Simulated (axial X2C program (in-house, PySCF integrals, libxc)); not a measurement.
## Potential curves of MoBr, without spin–orbit coupling

All values were computed with an in-house relativistic program for diatomic molecules. Spin-free means the one-electron spin-free X2C Hamiltonian. Basis: Mo dyall-v3z [11s12p9d3f2g], Br dyall-v3z [8s9p6d1f] (cores contracted in-house); Gaussian nuclei, density fitting, unrestricted open shells. Masses: Mo 97.905 u, Br 78.918 u.

State: M_S = 5/2, Λ = 0 (beyond evenly filled blocks: σα, π+α, π-α, δ+α, δ-α). Energies in kJ/mol from the fragments at the same level (Mo + Br). Fits are polynomials in 1 − R0/R over 0.85 to 1.23 times the lowest point R0.

```
 R (Å)    B97-3       HF      MP2
2.1228  -240.88   -65.47  -234.87
2.2204  -293.79  -134.48  -284.79
2.2936  -316.55  -167.30  -305.31
2.3668  -328.83  -188.09  -315.23
2.4400  -333.25  -199.75  -317.18
2.5254  -331.15  -204.83  -312.13
2.6108  -323.56  -203.33  -301.51
2.7206  -308.59  -194.92  -282.67
2.8548  -285.81  -178.59  -255.40
3.0500  -249.46  -149.06  -213.14
```

Correlated methods: 21 electrons correlated (number of frozen shells: Mo 3 s, 2 p, 1 d; Br 3 s, 2 p, 1 d), 265 virtual spin orbitals or spinors in MP2.

The state is one determinant whose occupation by symmetry is held fixed; it was picked as the lowest of a PBE0 search that is not exhaustive. Dissociation energies refer to the lowest single-determinant-based atoms at the same level and basis. Spin-free De lacks the spin–orbit lowering of the heavy p-block atom, a tenth of an eV or more for 4p and 5p, up to an eV for 6p and one to two eV for 7p atoms, less what an open-shell molecule gains itself. MP2 and coupled cluster on one determinant become unreliable at the stretched end.

Task: Fit the B97-3 curve near its minimum: give the equilibrium distance, the harmonic wavenumber and the well depth.

Result: At B97-3, spin-free: Re = 2.456 Å, ωe ≈ 256 cm⁻¹, De = 3.46 eV to Mo + Br; Be follows as 0.064 cm⁻¹.

Task: Fit the HF curve near its minimum: give the equilibrium distance, the harmonic wavenumber and the well depth.

Result: At HF, spin-free: Re = 2.544 Å, ωe ≈ 231 cm⁻¹, De = 2.12 eV to Mo + Br; Be follows as 0.0596 cm⁻¹.

Task: Fit the MP2 curve near its minimum: give the equilibrium distance, the harmonic wavenumber and the well depth.

Result: At MP2, spin-free: Re = 2.424 Å, ωe ≈ 275 cm⁻¹, De = 3.29 eV to Mo + Br; Be follows as 0.0656 cm⁻¹.
